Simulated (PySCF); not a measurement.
# Nuclear quadrupole coupling in `C[O+](C)[AlH3-]`

Species: C₂H₉AlO.
Cartesian coordinates in Å at the PBE0-D3(BJ)/def2-SVP level; atoms count from 1:
```xyz
13
C2H9AlO angstrom
C     -0.3393    1.4249    0.2084
O     -0.0797    0.0412    0.3869
C     -1.2263   -0.7881    0.2894
Al     1.6872   -0.6932   -0.2096
H     -0.6969    1.6224   -0.8155
H     -1.0925    1.7558    0.9401
H      0.6052    1.9551    0.3808
H     -1.6705   -0.7188   -0.7173
H     -0.8977   -1.8173    0.4792
H     -1.9660   -0.4861    1.0470
H      1.6054   -2.1189    0.5199
H      1.4607   -0.6777   -1.8013
H      2.6322    0.4496    0.4001
```

Field gradients from the PBE0/pcSseg-1 density (PySCF, non-relativistic), principal values in atomic units, ordered |Vxx| ≤ |Vyy| ≤ |Vzz|:

| atom | Vxx | Vyy | Vzz |
| --- | --- | --- | --- |
| O2 | 0.2750 | 1.7627 | -2.0377 |
| Al4 | -0.4890 | -0.5327 | 1.0218 |

Task: Find the asymmetry η = (Vxx − Vyy)/Vzz and the couplings χ = eQV/h (234.96 MHz × Q in barn × V in au), with Q(17O) = −0.0256 b, Q(27Al) = 0.1466 b.

Result: 
```
atom                    environment  nucleus     η  χzz (MHz)  χxx (MHz)  χyy (MHz)
  O2    oxygen bonded to Al and 2 C      17O  0.73      12.26      -1.65     -10.60
 Al4  aluminium bonded to O and 3 H     27Al  0.04      35.20     -16.85     -18.35
```

The gradient is axial or nearly so (η below 0.05) at Al4. 

Task: What is Vzz at O2 in SI units (1 au = 9.71736 × 10²¹ V/m²)?

Result: -2.0377 au = -19.801 × 10²¹ V/m².

Were the hydrogens deuterons (Q(2H) = 0.00286 b), χzz would run from 70 kHz (H12, H11 and H13) to 189 kHz (H7, H9, H6 and H10).

Geometry: PBE0-D3(BJ)/def2-SVP; no solvent, vibrations or thermal averaging. A larger basis could move these couplings by a tenth or more.
